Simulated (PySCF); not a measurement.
From one molecule to another.

First species: 1-phenyl-1-propyne, C9H8.
InChI=1S/C9H8/c1-2-6-9-7-4-3-5-8-9/h3-5,7-8H,1H3

Second species: C₆H₁₃F.
Bonds: C1–C2, C2–C3, C2–C4, C4–C5, C5–C6, C6–F7. Hydrogens: H8, H9, H10 on C1; H11 on C2; H12, H13, H14 on C3; H15, H16 on C4; H17, H18 on C5; H19, H20 on C6.

Levels: CAM-B3LYP/def2-SVPD for dipole moment, HOMO energy, LUMO energy, HOMO–LUMO gap, static isotropic polarisability and electronic spatial extent ⟨r²⟩ about the centre of nuclear charge; TDDFT CAM-B3LYP/def2-SVPD for lowest singlet excitation; TDA CAM-B3LYP/def2-SVPD for lowest triplet excitation (Tamm–Dancoff); ΔSCF CAM-B3LYP/def2-SVPD for vertical ionisation energy; PBE0-D3(BJ)/def2-SVP for rotational constant A and rotational constant C. Geometries: PBE0-D3(BJ)/def2-SVP. All species are isolated and taken at one optimised geometry, non-relativistic unless stated; the electronic structure was computed with PySCF and density fitting.

Dipoles, sizes and rotational constants follow the conformer. The torsions of the flexible species, by atom-mapped SMILES:
- `[CH3:1][CH:2]([CH3:3])[CH2:4][CH2:5][CH2:6][F:7]`: C1–C2–C4–C5 -61°, C2–C4–C5–C6 -172°, C4–C5–C6–F7 62°

(1) Which has the higher LUMO energy?

(2) Which has the higher rotational constant C?

(3) Which has the higher S1 energy?

(4) Which has the higher rotational constant A?

(5) Which of the two has the higher HOMO energy, and by how much?

(6) Which has the higher HOMO–LUMO gap?

(7) Which of the two has the higher ⟨r²⟩, and by how much?

(8) Which has the higher static isotropic polarisability?

Results:

(1) The second: 1.36 eV against 0.19 eV, a difference of 1.17 eV.

(2) The second: 0.996 GHz against 0.718 GHz, a difference of 0.278 GHz.

(3) The second: 8.85 eV against 5.14 eV, a difference of 3.71 eV.

(4) The first: 5.491 GHz against 5.196 GHz, a difference of 0.295 GHz.

(5) The first: -7.69 eV against -10.32 eV, a difference of 2.63 eV.

(6) The second: 11.68 eV against 7.88 eV, a difference of 3.80 eV.

(7) The first: 1568 bohr² against 1187 bohr², a difference of 381 bohr².

(8) The first: 110.1 au against 76.0 au, a difference of 34.1 au.

On the first: The 10 singlets span 5.14 to 7.14 eV, and their oscillator strengths add up to 0.90. The vertical singlet–triplet gap S1 − T1 is 1.60 eV (TDDFT singlet less Tamm–Dancoff triplet; S1: HOMO→LUMO+1, weight 0.54, beside HOMO−1→LUMO, weight 0.41; T1: HOMO→LUMO, weight 0.84).

On the second: In atomic units the dipole is 0.71 e·bohr (1 au = 2.5417 D). The principal polarisabilities are 68.0, 74.4 and 85.6 au; their mean is the isotropic value.
